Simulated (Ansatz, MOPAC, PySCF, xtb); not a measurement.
Dimer: CH6AlN (SMILES C[NH][AlH2]) (first 9 atoms) with NH3 (SMILES N); geometry from B3LYP-D3(BJ)/def2-TZVP, rigid monomers moved along the line of their centres of mass till H4···N10 is 3.48 Å.
(charge 0, multiplicity 1):
```xyz
13

C     -0.5006    -0.4074     1.5620
N     -0.3529     0.2877     0.2915
Al     0.8170    -0.0088    -1.0056
H     -0.3564     0.2577     2.4199
H      0.2462    -1.2001     1.6360
H     -1.4854    -0.8762     1.6654
H     -1.0347     1.0262     0.1867
H      0.7365     0.9115    -2.2839
H      1.8611    -1.1720    -0.7904
N     -0.0970     0.1769     5.8924
H      0.4170    -0.5410     5.3947
H     -1.0627     0.1198     5.5901
H      0.2635     1.0731     5.5855
```

| level | interaction energy (kcal/mol) | cost |
|---|---|---|
| PM6 | 0.20 | - |
| PM7 | 0.32 | - |
| GFN2-xTB | -0.31 | - |
| HF/6-31G* | 0.17 | - |
| BP86/6-31G* (no counterpoise) | -0.25 | - |
| r2SCAN-D3(BJ)/def2-TZVPPD | -0.36 | ×2 |
| B3LYP/6-31G* (no counterpoise) | -0.41 | - |
| B3LYP/def2-TZVPPD | 0.16 | ×1 |
| PBE0/def2-TZVPPD | -0.10 | ×1 |
| PBE0-D4/def2-TZVPPD | -0.35 | ×1 |
| M06-2X/6-31G* (no counterpoise) | -0.57 | - |
| MP2/6-31G* | 0.09 | - |
| MP2/aug-cc-pV(D+d)Z | -0.16 | - |
| CCSD(T)/aug-cc-pV(D+d)Z | -0.23 | ×10 |

The rows run from -0.57 (M06-2X/6-31G* (no counterpoise)) to 0.32 kcal/mol (PM7). The dispersion term adds -0.26 in PBE0-D4.

Monomers are frozen at their geometry in the pair; levels with a basis set take the counterpoise correction. Rows marked so take none.

Correlated levels freeze the cores. Rows in 6-31G* carry no dispersion term and start afresh at each structure (6-31G* with six Cartesian d functions). MP2/6-31G* freezes PySCF's default core. The state that PM6, PM7 reach isn't checked; PM7 holds dispersion and hydrogen-bond terms.

Codes used: Ansatz (Gaussian basis) for Hartree–Fock, density functionals and correlated methods; MOPAC for PM6, PM7 (differences of heats of formation); PySCF for 6-31G* rows, the dispersion terms; xtb for the GFN methods. Values without a source in brackets are computed.

Costs are rough ratios of core time to PBE/def2-TZVPPD (about 11 s over the structures, on one shared machine); a dash marks a level with no comparable run of its own.

Ansatz is a quantum-chemistry and plane-wave program.
